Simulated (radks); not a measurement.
Results of a calculation; reference values are marked as such.
Problem. Sn, 50 electrons, occupied as [Kr] 4d10 5s1.75 5p2.25 (fractional occupations, a model configuration). Level of theory: Dirac Kohn-Sham, PBE, spin-unpolarised, spherical densities, point nucleus; open shells fill j = l - 1/2 first (a radial shooting solver on a logarithmic mesh with Libxc functionals). Some entries of the table are withheld. Estimate them.

orbital  occ.  eigenvalue (hartree)  r(max) (bohr)
1s1/2       2             -1065.555            (1)
2s1/2       2             -160.8144         0.1062
2p1/2       2             -150.2091        0.08180
2p3/2       4             -141.7333        0.08632
3s1/2       2             -31.03709         0.3077
3p1/2       2                   (2)            (3)
3p3/2       4                   (4)            (5)
3d3/2       4                   (6)            (7)
3d5/2       6                   (8)            (9)
4s1/2       2              -4.92105         0.7459
4p1/2       2              -3.48962         0.7720
4p3/2       4              -3.21149         0.7966
4d3/2       4              -0.97456         0.8815
4d5/2       6              -0.93628         0.8911
5s1/2    1.75              -0.38828          2.013
5p1/2       2              -0.14751          2.481
5p3/2    0.25              -0.13112          2.596

Solution. 
(1) 1s1/2 r(max) (bohr): 0.01877
(2) 3p1/2 eigenvalue (hartree): -26.73027
(3) 3p1/2 r(max) (bohr): 0.2941
(4) 3p3/2 eigenvalue (hartree): -25.18256
(5) 3p3/2 r(max) (bohr): 0.3044
(6) 3d3/2 eigenvalue (hartree): -17.57383
(7) 3d3/2 r(max) (bohr): 0.2494
(8) 3d5/2 eigenvalue (hartree): -17.25438
(9) 3d5/2 r(max) (bohr): 0.2523
